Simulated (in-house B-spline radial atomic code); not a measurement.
Values are calculated unless marked as measured or tabulated.
**Weak and strong correlation along the adiabatic connection**

Two-electron singlets in several external potentials (atomic units), by full CI in B-splines with partial waves to l = 8 (correlation energies up to 0.6 % small). The repulsion is scaled by λ at fixed density; W(λ) is the mean repulsion less the Hartree energy, W(0) = E_x, and the area under W from 0 to 1 is E_xc.

One system gave this curve:

```tsv
λ	W (hartree)
0	-0.93459
0.02	-0.93642
0.05	-0.93914
0.12	-0.94533
0.25	-0.9563
0.4	-0.96815
0.6	-0.98274
0.8	-0.99612
1	-1.0084
1.4	-1.0303
2	-1.0575
3	-1.0923
4.5	-1.1289
7	-1.1675
10	-1.1958
```

(1) Which system is it?
A. ω²r²/2 − Z/r, ω = 1.33, Z = -1
B. −Z exp(−kr)/r, Z = 3.39, k = 0.857
C. ω²r²/2 − Z/r, ω = 0.589, Z = 1.5
D. −Z/r, Z = 15

## Answers

(1) C. The exchange energy sets the size: ω²r²/2 − Z/r, ω = 0.589, Z = 1.5: E_x = -0.935, E_c = -0.0397; −Z/r, Z = 15: E_x = -9.15, E_c = -0.0458; −Z exp(−kr)/r, Z = 3.39, k = 0.857: E_x = -1.77, E_c = -0.0443; ω²r²/2 − Z/r, ω = 1.33, Z = -1: E_x = -0.754, E_c = -0.045 hartree.
